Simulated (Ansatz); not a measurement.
Mulliken charges of ClGe₂H₄ (`[Cl][GeH][GeH3]`) radical from B3LYP/def2-TZVPP in Ansatz (PBE0-D4/def2-TZVP geometry).

```json
{"atom": "Cl1", "x (Å)": "-2.397", "y (Å)": "-1.405", "z (Å)": "-0.234", "charge (e)": "-0.301"}
{"atom": "Ge2", "x (Å)": "-0.228", "y (Å)": "-1.423", "z (Å)": "-0.230", "charge (e)": "0.243"}
{"atom": "Ge3", "x (Å)": "0.514", "y (Å)": "0.902", "z (Å)": "-0.152", "charge (e)": "0.029"}
{"atom": "H4", "x (Å)": "0.157", "y (Å)": "-2.270", "z (Å)": "1.013", "charge (e)": "0.000"}
{"atom": "H5", "x (Å)": "0.009", "y (Å)": "1.605", "z (Å)": "-1.417", "charge (e)": "0.012"}
{"atom": "H6", "x (Å)": "-0.043", "y (Å)": "1.602", "z (Å)": "1.098", "charge (e)": "0.012"}
{"atom": "H7", "x (Å)": "2.050", "y (Å)": "0.921", "z (Å)": "-0.123", "charge (e)": "0.004"}
```

Question: By hand: the dipole of these point charges (1 e Å = 4.8032 D).

Answer: Σ q r = (0.689, 0.145, 0.006) e Å, of length 0.704 e Å = 3.38 D.

Question: How does the dipole of the full density compare? (Estimate.)

Answer: Ansatz gave: (0.397, 0.115, 0.002) e Å, 1.99 D; the point charges give 1.70 times that, at 4° from its direction.

Point charges leave out the atoms' own dipoles, such as those of lone pairs, and Mulliken's split depends on the basis, so the two needn't agree.

B3LYP here is the variant with VWN-RPA as its local correlation; programs differ in this.
